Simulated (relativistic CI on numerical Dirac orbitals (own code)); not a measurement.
# Ligand-field terms of d8

Computed with a parametric ligand-field model of a d^n configuration (Racah B and C, spin-orbit zeta, crystal field), exact diagonalisation.

Field parameters in Wybourne normalisation: Oh B⁴₀ = 21Dq, B⁴₄ = √(5/14) B⁴₀. The field is a parameter set, without covalency.

Q: A d8 ion in Oh symmetry has the ground term 3A2 and bands at 1E 10455 cm⁻¹ (956 nm), 1A1 19209 cm⁻¹ (521 nm), 3T2 22400 cm⁻¹ (446 nm), 3T1 29146 cm⁻¹ (343 nm), 1T2 32755 cm⁻¹ (305 nm), 3T1 47504 cm⁻¹ (211 nm). Which parameters reproduce them?

A: B = 630, C = 2760, ζ = 0 cm⁻¹, Oh, 10Dq = 22400 cm⁻¹.

Q: Ground term and bands for B = 300, C = 1390, ζ = 0 cm⁻¹, Oh, 10Dq = 10050 cm⁻¹?

A: Ground term 3A2 with 2.00 electrons in the two orbitals of the cubic e set. Spin-allowed: 3T2 10050 cm⁻¹ (995 nm), 3T1 13233 cm⁻¹ (756 nm), 3T1 21417 cm⁻¹ (467 nm). Lowest spin-forbidden: 1E 5127 cm⁻¹ (1950 nm), 1A1 9332 cm⁻¹ (1072 nm), 1T2 15127 cm⁻¹ (661 nm). With an A2 ground term the first spin-allowed band lies at |10Dq| itself.

Q: Ground term and bands for B = 390, C = 1940, ζ = 0 cm⁻¹, Oh, 10Dq = 37600 cm⁻¹?

A: Ground term 3A2 with 2.00 electrons in the two orbitals of the cubic e set. Spin-allowed: 3T2 37600 cm⁻¹ (266 nm), 3T1 42120 cm⁻¹ (237 nm), 3T1 76530 cm⁻¹ (131 nm). Lowest spin-forbidden: 1E 6976 cm⁻¹ (1434 nm), 1A1 13434 cm⁻¹ (744 nm), 1T2 44552 cm⁻¹ (224 nm). With an A2 ground term the first spin-allowed band lies at |10Dq| itself.

Q: A d8 ion in Oh symmetry has the ground term 3A2 and bands at 1E 11342 cm⁻¹ (882 nm), 1A1 21447 cm⁻¹ (466 nm), 3T2 37150 cm⁻¹ (269 nm), 3T1 44988 cm⁻¹ (222 nm), 1T2 48415 cm⁻¹ (207 nm), 3T1 76962 cm⁻¹ (130 nm). Which parameters reproduce them?

A: B = 700, C = 2910, ζ = 0 cm⁻¹, Oh, 10Dq = 37150 cm⁻¹.

Q: Ground term and bands for B = 650, C = 3310, ζ = 0 cm⁻¹, Oh, 10Dq = 24850 cm⁻¹?

A: Ground term 3A2 with 2.00 electrons in the two orbitals of the cubic e set. Spin-allowed: 3T2 24850 cm⁻¹ (402 nm), 3T1 31881 cm⁻¹ (314 nm), 3T1 52419 cm⁻¹ (191 nm). Lowest spin-forbidden: 1E 11720 cm⁻¹ (853 nm), 1A1 21386 cm⁻¹ (468 nm), 1T2 36473 cm⁻¹ (274 nm). With an A2 ground term the first spin-allowed band lies at |10Dq| itself.
